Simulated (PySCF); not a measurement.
Vertical excitations of a molecule CH6ClFSi2 from TDA-B3LYP/def2-SVPD run with PySCF, as energy in eV (oscillator strength): 7.77 (0.009), 7.80 (0.002), 7.97 (0.044), 8.32 (0.006), 8.39 (0.032), 8.41 (0.003), 8.48 (0.032), 8.51 (0.028), 8.55 (0.073), 8.60 (0.091). Lowest triplet (TDA): 7.41 eV. The structure is a stationary point at PBE0-D3(BJ)/def2-SVP. Other conformers were not sampled.

Question: Which molecule gave these data?
A) C[Si@@](F)([SiH3])Cl
B) F[Si@H](Cl)C[SiH3]
C) F[SiH2]C[SiH2]Cl
D) C[SiH2][Si@@H](F)Cl

Answer: B, F[Si@H](Cl)C[SiH3]
